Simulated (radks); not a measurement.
Problem. Hg I, configuration [Xe] 4f13 5d10 6s2 6p1 (not the ground configuration). Calculated with a radial shooting solver on a logarithmic mesh with Libxc functionals: scalar-relativistic Kohn-Sham, PBE, spin-unpolarised, spherical densities, point nucleus. Some entries of the table are withheld. Estimate them.

| orbital | occ. | eigenvalue (eV) | <r^2> (bohr^2) | r(max) (bohr) |
|---|---|---|---|---|
| 1s | 2 | -83206.84 | 0.0003805 | 0.01022 |
| 2s | 2 | -14763.32 | 0.005793 | 0.05913 |
| 2p | 6 | -12730.82 | 0.004899 | 0.04906 |
| 3s | 2 | -3520.640 | 0.03732 | 0.1667 |
| 3p | 6 | -2933.560 | 0.03848 | 0.1664 |
| 3d | 10 | -2316.538 | 0.03188 | 0.1355 |
| 4s | 2 | -788.6590 | 0.1789 | 0.3753 |
| 4p | 6 | -595.6156 | 0.2043 | 0.3952 |
| 4d | 10 | -366.9605 | 0.2299 | 0.4017 |
| 5s | 2 | -127.9416 | (1) | 0.8201 |
| 4f | 13 | -113.7002 | 0.2695 | 0.3639 |
| 5p | 6 | -74.8713 | 1.173 | 0.9162 |
| 5d | 10 | -15.6244 | 2.300 | 1.125 |
| 6s | 2 | -9.3638 | 7.195 | 2.099 |
| 6p | 1 | (2) | 17.82 | 2.939 |

Solution. 
(1) 5s <r^2> (bohr^2): 0.8869
(2) 6p eigenvalue (eV): -2.3738
